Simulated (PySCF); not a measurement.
**Unknowns**

Computed data (PySCF 2.14): NMR shieldings at PBE0/pcSseg-1/GIAO, GFN2-xTB geometry. Isolated molecule, one conformer, equivalent nuclei averaged, no relativistic terms.

Referencing at the same level of theory: ¹H, ¹³C against TMS. Splittings of carbon signals by F and P are missing where no couplings were computed. Where no couplings were computed, multiplicities follow the n + 1 count of equivalent neighbours, and m marks all less simple cases (inequivalent or close neighbours, rings, F or P nearby). Shifts are as computed. Against solution values, carbons near 30 ppm lie about +3 ppm off and those near 130 ppm about +5 ppm. Of 1211 compounds with measured shifts, 218 miss one by over three times the rms of a fit or turn the order of signals round; such compounds aren't used in these exercises.

(1) C6H10O4. ¹H NMR (400 MHz, computed): δ 4.58 (q, 4H), 1.33 (t, 6H). ¹³C{¹H} NMR (computed): δ 166.2 (C), 64.3 (CH2), 16.3 (CH3). What is it?

(2) C6H4F3O3P. ¹H NMR (600 MHz, computed): δ 8.57 (m, 1H), 4.14 (s, 3H). ¹³C{¹H} NMR (computed): δ 194.5 (C), 164.7 (C), 157.5 (CH), 148.2 (C), 132.9 (C), 53.4 (CH3). Identify the compound.

## Answers

(1) diethyl oxalate (CCOC(=O)C(=O)OCC). Rings plus π bonds: 2 (no ring in the answer). 3 carbon signals for 6 carbons: some carbons are equivalent by symmetry or fast rotation. Carbon types of the structure: 2 × C, 2 × CH2, 2 × CH3, which accounts for all hydrogens. δC 166.2: ester carbonyl carbon; it is a carbonyl in resonance with an O or N lone pair, the region of acids, esters and amides. δC 64.3: sp3 CH2 bonded to O; the inductive effect lowers its shielding. δC 16.3: methyl carbon; a saturated carbon with 1 carbon neighbour and no heteroatom attached. δH 4.58: hydrogen on an sp3 CH2 bonded to O; its carbon carries O, hence the downfield position.

The shifts were computed for this structure.

(2) `COC(=O)c1occ(C(F)(F)F)p1`. 6 carbon signals for 6 carbons: no two carbons are equivalent. Carbon types of the structure: 4 × C, 1 × CH, 1 × CH3, which accounts for all hydrogens. δC 164.7: ester carbonyl carbon; it is a carbonyl in resonance with an O or N lone pair, the region of acids, esters and amides. δC 148.2: substituted aromatic carbon. δC 132.9: CF3 carbon; 3 electronegative neighbours deshield it. δH 8.57: hydrogen on an aromatic CH next to the ring oxygen; ring-current deshielding.

The data come from this structure; uniqueness wasn't tested.
